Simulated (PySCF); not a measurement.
FSr (SMILES [F][Sr]), doublet, geometry from GFN2-xTB (such geometries of metal compounds can be far from the true shape) (the spin is typed, not shown lowest) (core potentials on Sr); DF-TPSS/def2-TZVPD (PySCF).

Input for PySCF:
```python
from pyscf import gto, scf, dft
import numpy

mol = gto.Mole()
mol.atom = '''
    Sr   -0.00000000   -0.00000000   -0.37145718
    F     0.00000000    0.00000000    1.56837475
'''
mol.basis = 'def2-tzvpd'
mol.ecp = {'Sr': 'def2-tzvpd'}
mol.spin = 1
mol.verbose = 4
mol.cart = True
mol.build()
print('smallest overlap eigenvalue', numpy.linalg.eigvalsh(mol.intor('int1e_ovlp'))[0])

mf = dft.UKS(mol)
mf.xc = 'tpss'
mf = mf.density_fit(auxbasis='def2-universal-jkfit')
mf.kernel()
```

**Question.** Write the output that PySCF gives for this input, abridged.

**Answer.** 
```
PySCF version 2.14.0

[INPUT] verbose = 4
[INPUT] num. atoms = 2
[INPUT] num. electrons = 19
[INPUT] charge = 0
[INPUT] spin (= nelec alpha-beta = 2S) = 1
[INPUT] symmetry False subgroup None
[INPUT] Mole.unit = angstrom
[INPUT] Cartesian GTO integrals (6d 10f)
[INPUT] Symbol           X                Y                Z      unit          X                Y                Z       unit  Magmom
[INPUT]  1 Sr     0.000000000000   0.000000000000  -0.371457180000 AA    0.000000000000   0.000000000000  -0.701952337203 Bohr   0.0
[INPUT]  2 F      0.000000000000   0.000000000000   1.568374750000 AA    0.000000000000   0.000000000000   2.963798738183 Bohr   0.0

nuclear repulsion = 24.5515852410987
number of shells = 27
number of NR pGTOs = 119
number of NR cGTOs = 82
basis = def2-tzvpd
ecp = {'Sr': 'def2-tzvpd'}
smallest overlap eigenvalue 0.0001307112714434761

******** <class 'pyscf.df.df_jk.DFUKS'> ********
method = DFUKS
initial guess = minao
damping factor = 0
level_shift factor = 0
DIIS = <class 'pyscf.scf.diis.CDIIS'>
diis_start_cycle = 1
diis_space = 8
diis_damp = 0
SCF conv_tol = 1e-09
SCF conv_tol_grad = None
SCF max_cycles = 50
direct_scf = False
number electrons alpha = 10  beta = 9
XC library pyscf.dft.libxc version 7.1.2
    S. Lehtola, C. Steigemann, M. J. T. Oliveira, and M. A. L. Marques,  SoftwareX 7, 1–5 (2018)
XC functionals = tpss
    J. Tao, J. P. Perdew, V. N. Staroverov, and G. E. Scuseria,  Phys. Rev. Lett. 91, 146401 (2003)
    J. P. Perdew, J. Tao, V. N. Staroverov, and G. E. Scuseria,  J. Chem. Phys. 120, 6898 (2004)
    J. Tao, J. P. Perdew, V. N. Staroverov, and G. E. Scuseria,  Phys. Rev. Lett. 91, 146401 (2003)
    J. P. Perdew, J. Tao, V. N. Staroverov, and G. E. Scuseria,  J. Chem. Phys. 120, 6898 (2004)
radial grids:
    Treutler-Ahlrichs [JCP 102, 346 (1995); DOI:10.1063/1.469408] (M4) radial grids

becke partition: Becke, JCP 88, 2547 (1988); DOI:10.1063/1.454033
pruning grids: <function nwchem_prune>
grids dens level: 3
symmetrized grids: False
atomic radii adjust function: <function treutler_atomic_radii_adjust>
small_rho_cutoff = 0
Set gradient conv threshold to 3.16228e-05
tot grids = 36176
init E= -128.772348625455

cycle= 1 E= -130.491484423054  delta_E= -1.72  |g|= 0.62  |ddm|= 37.4
cycle= 2 E= -128.026446036613  delta_E= 2.47  |g|= 2.48  |ddm|= 2.26
cycle= 3 E= -130.638940272293  delta_E= -2.61  |g|= 0.153  |ddm|= 1.66
cycle= 4 E= -130.649668875625  delta_E= -0.0107  |g|=  0.1  |ddm|= 0.621
cycle= 5 E= -130.653395500936  delta_E= -0.00373  |g|= 0.0214  |ddm|= 0.207
cycle= 6 E= -130.653639863121  delta_E= -0.000244  |g|= 0.00496  |ddm|= 0.0489
cycle= 7 E= -130.653662558511  delta_E= -2.27e-05  |g|= 0.00167  |ddm|= 0.0276
cycle= 8 E= -130.653666008572  delta_E= -3.45e-06  |g|= 0.000129  |ddm|= 0.0153
cycle= 9 E= -130.653666056254  delta_E= -4.77e-08  |g|= 2.74e-05  |ddm|= 0.00485
cycle= 10 E= -130.653666057213  delta_E= -9.6e-10  |g|= 4.64e-06  |ddm|= 0.000495
Extra cycle  E= -130.653666057235  delta_E= -2.14e-11  |g|= 6.35e-06  |ddm|= 0.000157
converged SCF energy = -130.653666057235  <S^2> = 0.75012994  2S+1 = 2.0001299
```
